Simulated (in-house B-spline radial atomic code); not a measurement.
Settings and results of a run for the gold ion Au⁵⁺. Computed with an all-electron radial atomic-structure program (B-spline basis): scalar-relativistic (X2C) TPSSh, spin-polarised, spherical fractional occupations, exact exchange averaged over the configuration, Fermi nucleus of rms radius 5.4371 fm.

Command:
```bash
python run_scf.py task.json out
```
Settings (nuclear radius in fm, mass in u):
```
Z                79
configuration    [Xe] 4f14 5d6
hamiltonian      x2c
method           tpssh
spin_polarised   True
nucleus          fermi
rms_radius       5.4371
atomic_mass      196.96657
speed_of_light   137.035999084
exact_exchange   averaged over the configuration
```

Output (hartree, bohr):
```
 radial grid: 68 intervals, B-splines of order 8, outer radius 25.4386 bohr

 iter        energy (Eh)    residual
    1      -19007.794963    1.36e-01
    2      -19007.801407    2.37e-03
    3      -19007.801422    9.13e-04
    4      -19007.801424    4.05e-04
    5      -19007.801424    5.30e-05
    6      -19007.801424    7.18e-06
    7      -19007.801424    4.01e-06
    8      -19007.801424    5.71e-07

 total energy                    -19007.80142
 kinetic                           21846.1734
 electron-nucleus                 -47711.8590
 Hartree                            7224.7047
 exact exchange                      -36.1719
 exchange-correlation               -330.6486

 orbital      occ     eigenvalue          <r>       <r^2>       <1/r>       r_max
 1s up      1.000     -2963.8996    0.0160203 0.000362409     106.391    0.009432
 1s down    1.000     -2963.9002    0.0160203 0.000362409     106.391    0.009432
 2s up      1.000      -525.5465    0.0702494  0.00590703     24.9957     0.05996
 2s down    1.000      -525.5322    0.0702486  0.00590692     24.9962     0.05996
 2p up      3.000      -456.6552    0.0636023  0.00496316     20.3027     0.04914
 2p down    3.000      -456.6429    0.0636013  0.00496302      20.303     0.04914
 3s up      1.000      -126.3656     0.183179   0.0385228      8.9706      0.1697
 3s down    1.000      -126.3617     0.183174   0.0385201     8.97065      0.1697
 3p up      3.000      -106.2141     0.184163   0.0394438     7.73208      0.1686
 3p down    3.000      -106.2088     0.184156   0.0394404     7.73216      0.1686
 3d up      5.000       -83.7376      0.16766   0.0329233      7.1527      0.1376
 3d down    5.000       -83.7258     0.167664   0.0329244     7.15241      0.1376
 4s up      1.000       -29.6377     0.407009    0.187122     3.73168      0.3832
 4s down    1.000       -29.6230     0.407112    0.187208     3.73007      0.3833
 4p up      3.000       -22.9750     0.432326    0.212605     3.26196      0.4022
 4p down    3.000       -22.9620     0.432402    0.212652     3.26067      0.4023
 4d up      5.000       -14.7083     0.458407    0.242936     2.89208      0.4107
 4d down    5.000       -14.6916     0.458348    0.242791      2.8916      0.4108
 5s up      1.000        -6.6396     0.924439    0.956475     1.49367      0.8509
 5s down    1.000        -6.5295     0.918242    0.944054     1.50827      0.8463
 5p up      3.000        -4.8337      1.04779      1.2339     1.26727      0.9478
 5p down    3.000        -4.6909       1.0417     1.22097     1.27885      0.9417
 4f up      7.000        -5.6482     0.498218    0.300527     2.46227      0.3758
 4f down    7.000        -5.6257     0.496076    0.297257     2.46845      0.3758
 5d up      5.000        -2.6680      1.33211     2.01983    0.969931       1.151
 5d down    1.000        -2.5301       1.3415     2.05633    0.967045       1.151
```

Run time, properties included: 0.86 s on 1 thread of Arm Neoverse V1, with other jobs on the host.

One-electron X2C: radii and densities carry no picture-change correction, so inner-shell <1/r> comes out high (for 1s by about 2 % at Z = 33, 5 % at 54, 10 % at 75, 30 % at 118) and <r> low.
